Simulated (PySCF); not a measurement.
C₂H₇NOSi₂, SMILES [SiH2]1N=C(C)[SiH2]O1.

Coordinates come from a B3LYP-D3(BJ)/def2-SVP optimisation. The structure was generated by enumeration, and PubChem lists no compound with its InChIKey, so it may never have been made.

Level of theory: PySCF with PBE/def2-TZVP.

Symmetry labels are those of the subgroup Cs that the program uses (full group Cs).

Problem. List the valence orbital energies around the gap with their symmetry. (Estimate from the structure and the level; the computed values follow.)

Solution. 
```json
[
 {"orbital": "HOMO−7", "symmetry": "A\"", "energy (eV)": "-9.83"},
 {"orbital": "HOMO−6", "symmetry": "A'", "energy (eV)": "-9.75"},
 {"orbital": "HOMO−5", "symmetry": "A'", "energy (eV)": "-9.24"},
 {"orbital": "HOMO−4", "symmetry": "A\"", "energy (eV)": "-8.67"},
 {"orbital": "HOMO−3", "symmetry": "A'", "energy (eV)": "-8.00"},
 {"orbital": "HOMO−2", "symmetry": "A\"", "energy (eV)": "-7.88"},
 {"orbital": "HOMO−1", "symmetry": "A\"", "energy (eV)": "-7.20"},
 {"orbital": "HOMO", "symmetry": "A'", "energy (eV)": "-5.62"},
 {"orbital": "LUMO", "symmetry": "A\"", "energy (eV)": "-2.13"},
 {"orbital": "LUMO+1", "symmetry": "A'", "energy (eV)": "-0.90"},
 {"orbital": "LUMO+2", "symmetry": "A'", "energy (eV)": "-0.06"},
 {"orbital": "LUMO+3", "symmetry": "A'", "energy (eV)": "-0.01"}
]
```
